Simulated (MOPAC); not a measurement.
MOPAC input (PM7):

```
PM7 FORCE THERMO(298,298) PRECISE LET GEO-OK AUX(PRECISION=9) THREADS=1
C3H7F

C     1.60501075 1    0.18086299 1    0.13006979 1
C     0.45807452 1   -0.76284950 1   -0.22280594 1
C    -0.87486175 1   -0.27629707 1    0.35808793 1
F    -1.28969135 1    0.82414584 1   -0.32621089 1
H     1.44133997 1    1.18499985 1   -0.28179247 1
H     1.72407676 1    0.28813110 1    1.21391154 1
H     2.55740153 1   -0.18276268 1   -0.27242165 1
H     0.38184891 1   -0.86979844 1   -1.32394463 1
H     0.67225508 1   -1.77968295 1    0.16016654 1
H    -0.77560325 1   -0.00263561 1    1.43362054 1
H    -1.66371386 1   -1.05847821 1    0.26685987 1
```

From the output:

```
     H   11   0.008114   0.014527   0.022796   0.439777   4.139341

          HEAT OF FORMATION =     -63.772971 KCALS/MOLE

          ZERO POINT ENERGY      56.078 KCAL/MOL

           NORMAL COORDINATE ANALYSIS (Total motion = 1 Angstrom)

   Root No.       1         2         3         4         5         6         7         8

                 1 A       2 A       3 A       4 A       5 A       6 A       7 A       8 A

                  87.1     166.4     332.5     490.8     855.5     938.3     968.4    1081.5

           1   -0.0110    0.0076    0.0359    0.0208   -0.0040   -0.0554    0.0276    0.0022
           2   -0.0246    0.0166    0.0597    0.0196    0.0050   -0.0020    0.0428   -0.0208
           3   -0.0415    0.0200    0.0073   -0.0109    0.0107   -0.0085   -0.0119   -0.0320
           4   -0.0110    0.0076    0.0351    0.0174    0.0020    0.0234   -0.0032   -0.0046
           5    0.0063    0.0032   -0.0164   -0.0687    0.0155   -0.0182    0.0461    0.0186
           6    0.0266   -0.0288    0.0312   -0.0275    0.0487   -0.0069   -0.0018    0.0444
           7   -0.0387    0.0152   -0.0328   -0.0497    0.0104    0.0798   -0.0170   -0.0070
           8    0.0175   -0.0002    0.0065   -0.0370   -0.0033    0.0051   -0.0602    0.0095
           9   -0.0051    0.0022   -0.0334    0.0397    0.0012    0.0125    0.0229    0.0072
          10    0.0489   -0.0240   -0.0239    0.0123   -0.0022   -0.0115   -0.0007    0.0030
          11    0.0014   -0.0160   -0.0471    0.0556   -0.0107    0.0064   -0.0024   -0.0139
          12    0.0178    0.0032   -0.0064    0.0094   -0.0139    0.0007   -0.0106   -0.0176
          13   -0.0599    0.0352    0.0478    0.0737   -0.1572    0.0053   -0.0114    0.1958
          14    0.0787    0.2127    0.0724    0.0621   -0.0090   -0.0147   -0.0690    0.0327
          15   -0.1197   -0.0744    0.0067   -0.0084   -0.0638    0.0234    0.0317    0.0503
          16    0.0173   -0.0132    0.0824    0.0527    0.1130   -0.1100   -0.1678   -0.0869
          17   -0.1420   -0.1706    0.0971    0.0506   -0.0151   -0.0139   -0.0677    0.0405
          18   -0.1260   -0.0838    0.0070   -0.0092   -0.0659    0.0232    0.0277    0.0577
          19    0.0105   -0.0010   -0.0275   -0.0693    0.0395   -0.0314    0.2635   -0.1182
          20   -0.0351    0.0154    0.0865    0.0572   -0.0127   -0.0094   -0.0691    0.0351
          21    0.0678    0.2574   -0.0138    0.0007   -0.0684    0.0242    0.0305    0.0699
          22   -0.0378    0.0306    0.0138    0.0407    0.1094   -0.0751   -0.0869   -0.0583
          23    0.0480   -0.0247    0.0405   -0.1501   -0.1153   -0.0380   -0.0205   -0.1043
          24    0.0654   -0.0565    0.0759   -0.1008   -0.1034    0.0137    0.0073   -0.0221
          25    0.0381   -0.0240    0.0491   -0.0115   -0.1227    0.0124    0.0272    0.1132
          26   -0.0239    0.0270   -0.0756    0.0245    0.1501   -0.0272    0.0291    0.2073
          27    0.0660   -0.0564    0.0786   -0.0988   -0.1097    0.0084    0.0099   -0.0339
          28   -0.1115    0.0411   -0.1235   -0.1208   -0.0407   -0.1837   -0.0752    0.0119
          29    0.0164    0.0100   -0.0185   -0.0764   -0.0384   -0.1045   -0.0844   -0.0236
          30    0.0405   -0.0058    0.0031    0.0440   -0.0033    0.0643    0.0184   -0.0339
          31   -0.0542    0.0213   -0.0473   -0.0603   -0.0000    0.0286   -0.0243   -0.0013
          32    0.0408   -0.0021    0.0912    0.0097    0.0364    0.2658   -0.0156   -0.0119
          33   -0.0922    0.0380   -0.0974   -0.0209   -0.0450   -0.1357   -0.0342    0.0095

   Root No.       9        10        11        12        13        14        15        16

                 9 A      10 A      11 A      12 A      13 A      14 A      15 A      16 A

                1140.4    1163.5    1193.9    1212.1    1295.3    1299.9    1301.3    1316.9

           1   -0.0533   -0.0467   -0.0167   -0.0390    0.0015    0.0054   -0.0043    0.0033
           2    0.0282   -0.0230   -0.0041    0.0137    0.0215   -0.0129    0.0132   -0.0045
           3   -0.0082    0.0244   -0.0400    0.0044    0.0002   -0.0195   -0.0195    0.0010
           4    0.0564    0.0547    0.0214    0.0450   -0.0051   -0.0068    0.0060   -0.0082
           5   -0.0341    0.0672    0.0182   -0.0185   -0.0030   -0.0083    0.0089    0.0202
           6    0.0133   -0.0312    0.0245    0.0054    0.0004   -0.0007   -0.0021    0.0082
           7   -0.0349   -0.0257    0.0007    0.0020   -0.0024   -0.0037   -0.0017   -0.0157
           8    0.0273   -0.0597   -0.0241    0.0034    0.0095    0.0067   -0.0091   -0.0158
           9   -0.0176    0.0246   -0.0042    0.0088    0.0232    0.0211   -0.0120    0.0120
          10    0.0140    0.0059   -0.0050   -0.0095    0.0070    0.0068   -0.0033    0.0039
          11   -0.0048   -0.0044    0.0055    0.0012   -0.0098   -0.0080    0.0056   -0.0010
          12    0.0055   -0.0114    0.0103   -0.0143   -0.0291   -0.0259    0.0155   -0.0110
          13   -0.0581   -0.0493    0.1173   -0.0508    0.0605   -0.1032   -0.0527    0.0348
          14   -0.0353    0.0595    0.0052   -0.0115   -0.1413    0.0069   -0.2381    0.0227
          15    0.0119   -0.0316    0.0256    0.0025    0.1090   -0.0652    0.1013    0.0018
          16   -0.1249    0.1183   -0.1094   -0.0352    0.0238    0.0231    0.1384   -0.0141
          17   -0.0350    0.0511    0.0203   -0.0105   -0.1645    0.2011    0.0247   -0.0215
          18    0.0077   -0.0184    0.0315   -0.0011   -0.1183    0.1064   -0.0628   -0.0038
          19    0.0974   -0.1313   -0.0310    0.0421   -0.0837    0.0628   -0.0564   -0.0097
          20   -0.0352    0.0346    0.0068   -0.0169    0.0435   -0.0335    0.0228    0.0023
          21    0.0100   -0.0335    0.0415    0.0030   -0.0264    0.1866    0.2411   -0.0372
          22    0.0474    0.0385    0.2537    0.0019    0.0386    0.0190   -0.0315    0.0177
          23   -0.0534    0.1129    0.1144   -0.0543    0.0450    0.0298   -0.0396   -0.1744
          24   -0.0157    0.0205   -0.0189   -0.0077    0.0130    0.0135   -0.0193   -0.1219
          25    0.0400    0.1397   -0.1926    0.1250   -0.0261   -0.0320    0.0104    0.0016
          26    0.0061    0.0402   -0.0872    0.0448   -0.0088   -0.0154   -0.0117   -0.1569
          27   -0.0079    0.0268   -0.0111    0.0092    0.0001   -0.0056    0.0087    0.1139
          28    0.0936   -0.0124    0.0002    0.0249   -0.1012   -0.0573    0.0695    0.1570
          29   -0.0677   -0.0735    0.0114    0.2434    0.0519    0.0689   -0.0195    0.1425
          30   -0.1522   -0.0145    0.0242    0.1899    0.1151    0.1009   -0.0646    0.0231
          31    0.0180   -0.0045   -0.0073   -0.0236    0.0277    0.0207   -0.0172   -0.0146
          32    0.0556    0.0435   -0.0553   -0.2004    0.0251    0.0649    0.0008    0.2057
          33    0.1913    0.0533   -0.0525   -0.1487    0.1715    0.1395   -0.0959   -0.0211

   Root No.      17        18        19        20        21        22        23        24

                17 A      18 A      19 A      20 A      21 A      22 A      23 A      24 A

                1322.2    1350.3    1404.1    1427.4    2630.8    2658.1    2677.2    2684.4

           1    0.0065    0.0118   -0.0403    0.0088    0.0009   -0.0000   -0.0000    0.0001
           2    0.0073    0.0134    0.0019   -0.0044   -0.0005    0.0015   -0.0418    0.0074
           3   -0.0004    0.0001   -0.0004    0.0003   -0.0006    0.0194   -0.0070   -0.0282
           4   -0.0332   -0.0265   -0.0248    0.0246   -0.0012   -0.0005   -0.0020   -0.0002
           5    0.0045   -0.0343   -0.0088    0.0096   -0.0010    0.0001    0.0005   -0.0003
           6   -0.0036   -0.0038   -0.0040   -0.0152    0.0044   -0.0284   -0.0066   -0.0181
           7    0.0159   -0.0044    0.0029   -0.0129   -0.0431   -0.0043   -0.0004   -0.0036
           8    0.0127   -0.0100    0.0146    0.0633    0.0170   -0.0003    0.0006   -0.0021
           9   -0.0025    0.0299    0.0231    0.0930   -0.0154   -0.0008    0.0003    0.0024
          10   -0.0017    0.0020    0.0010    0.0047   -0.0016   -0.0002   -0.0000   -0.0002
          11   -0.0005   -0.0032   -0.0051   -0.0211    0.0006    0.0004    0.0001    0.0003
          12    0.0033   -0.0093   -0.0088   -0.0361   -0.0006    0.0005    0.0001    0.0006
          13   -0.0835   -0.0615    0.1990   -0.0527   -0.0038    0.0735   -0.1037   -0.0819
          14   -0.0197   -0.0288    0.0530   -0.0120    0.0049   -0.0851    0.0963    0.0960
          15   -0.0213   -0.0090    0.0764   -0.0265    0.0090   -0.1468    0.2138    0.1553
          16   -0.0561   -0.0658    0.1954   -0.0449    0.0017   -0.0652   -0.0642    0.1079
          17    0.0024   -0.0326    0.0570   -0.0104   -0.0017    0.0829    0.0578   -0.1275
          18    0.0212    0.0067   -0.0741    0.0215    0.0022   -0.1244   -0.1347    0.2023
          19   -0.0365   -0.0196    0.2122   -0.0612    0.0023   -0.0070    0.1615   -0.0264
          20    0.0192    0.0166   -0.0943    0.0250    0.0043   -0.0163    0.3681   -0.0603
          21    0.0191   -0.0032   -0.0005    0.0003   -0.0003    0.0108    0.0039   -0.0154
          22    0.2084    0.1244    0.0699   -0.0492   -0.0273    0.0921    0.0326    0.0539
          23   -0.0487    0.1711    0.0319   -0.0228    0.0363   -0.1404   -0.0514   -0.0777
          24   -0.1387    0.0677   -0.0219   -0.0039   -0.0555    0.1918    0.0742    0.1065
          25    0.2145    0.0906    0.0478   -0.1192    0.0064   -0.0912   -0.0078   -0.0556
          26   -0.0539    0.1274   -0.0004   -0.1334   -0.0116    0.1337    0.0078    0.0781
          27    0.1334   -0.0498    0.0299    0.0287   -0.0127    0.1929    0.0076    0.1134
          28   -0.0976    0.1512    0.0085    0.0436    0.1615   -0.0047   -0.0036   -0.0240
          29   -0.0929    0.0323   -0.0422   -0.1411   -0.2419    0.0016    0.0042    0.0277
          30   -0.0155   -0.0371   -0.0296   -0.1206    0.2993   -0.0040   -0.0056   -0.0359
          31    0.0124   -0.0298   -0.0098   -0.0482    0.4062    0.0638    0.0140    0.0738
          32   -0.0870    0.1420   -0.0001   -0.1248    0.0138    0.0001   -0.0000   -0.0007
          33    0.0170   -0.1122   -0.0371   -0.1503   -0.0930   -0.0133   -0.0029   -0.0142

   Root No.      25        26        27

                25 A      26 A      27 A

                2701.8    2744.9    2782.5

           1   -0.0000    0.0016   -0.0221
           2   -0.0005   -0.0060    0.0002
           3    0.0055    0.0001   -0.0002
           4   -0.0033    0.0170   -0.0074
           5   -0.0023   -0.0270    0.0029
           6    0.0096   -0.0005    0.0000
           7   -0.0124    0.0007    0.0000
           8   -0.0134   -0.0072    0.0009
           9    0.0220    0.0016   -0.0003
          10   -0.0008    0.0000   -0.0000
          11    0.0004    0.0002    0.0000
          12    0.0026    0.0006   -0.0000
          13    0.0165    0.0050    0.1037
          14   -0.0186   -0.0120   -0.1279
          15   -0.0310   -0.0174   -0.2352
          16   -0.0194    0.0036    0.1078
```
